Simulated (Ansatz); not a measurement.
`CBS[SiH3]` + HCl → `CBCl` + `[SiH3]S` at 400 K and 1 bar (ligand exchange at a B–S bond).

Computed with Ansatz on PBE0-D4/def2-TZVP structures; ΔE is electronic, products minus reactants. CCSD(T)/CBS adds triple-zeta CCSD(T) − MP2 to the extrapolated MP2 energy (def2 sets, frozen cores). This one scheme is used for every species. One conformer a species, not always the lowest.

```csv
species,CCSD(T)/CBS energy (Eh),H − E (kJ/mol),S (J/(mol·K))
`CBS[SiH3]`,-753.96029,233.5,382.2
HCl,-460.38127,29.6,195.4
`CBCl`,-525.07110,152.0,307.7
`[SiH3]S`,-689.27336,109.8,293.0
```

H − E and S are ideal-gas, rigid-rotor, harmonic terms from PBE0-D4/def2-TZVP, for one conformer and one mirror image of each species. 1 Eh = 2625.50 kJ/mol, R = 8.31446 J/(mol·K).

Problem. By hand: ΔE, ΔH, ΔS and ΔG.

Solution. ΔE = (-525.07110) + (-689.27336) − (-753.96029) − (-460.38127) = -0.00290 Eh = -7.6 kJ/mol. Δ(H − E) = 152.0 + 109.8 − 233.5 − 29.6 = -1.3, so ΔH = -8.9 kJ/mol. ΔS = 307.7 + 293.0 − 382.2 − 195.4 = 23.1 J/(mol·K). ΔG = -8.9 − 400 × (23.1)/1000 = -18.1 kJ/mol.

Problem. By hand: the equilibrium constant, and the temperature at which ΔG would vanish if ΔH and ΔS stayed fixed.

Solution. log₁₀ K = −ΔG/(RT ln 10) = 2.4. ΔH and −TΔS have one sign here, so there is no such temperature.

TΔS isn't small against ΔH here. A doubt of 5 kJ/mol in ΔE shifts log₁₀ K by 0.7 here. Other conformers and mirror images would add mixing entropy, several J/(mol·K) or more a flexible species. Modes under 60 cm⁻¹, often nearly free rotors, make the harmonic entropy too high. These are equilibria of isolated gas molecules and say nothing of rates. Largest T1 diagnostic: 0.013 (customary marks: 0.02 for closed shells, 0.045 for open ones).
